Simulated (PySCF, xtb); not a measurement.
C2H9ClOSi2, SMILES C[Si@@H](Cl)[C@@H](O)[SiH3]. Other conformers were not sampled.

Harmonic wavenumbers (cm⁻¹) from GFN2-xTB (xtb) at its own minimum, in rising order: 35, 93, 104, 111, 126, 160, 213, 239, 302, 317, 462, 514, 558, 610, 630, 681, 757, 763, 781, 783, 813, 827, 847, 1029, 1087, 1201, 1297, 1376, 1478, 1482, 2162, 2223, 2280, 2298, 2836, 3038, 3047, 3054, 3540.

**Question.** What does PySCF with B3LYP-D3(BJ)/def2-SVP give at its own minimum? (The exact figures need the calculation; the answer reports its results.)

**Answer.** 46, 111, 123, 149, 157, 189, 233, 264, 311, 353, 486, 540, 612, 676, 681, 739, 749, 816, 861, 895, 933, 948, 955, 1046, 1069, 1235, 1274, 1329, 1428, 1433, 2205, 2213, 2232, 2261, 2924, 3033, 3125, 3136, 3788. Paired by order, the mean absolute difference is 51 cm⁻¹ and the zero-point energies are 63.1 and 65.1 kcal/mol.
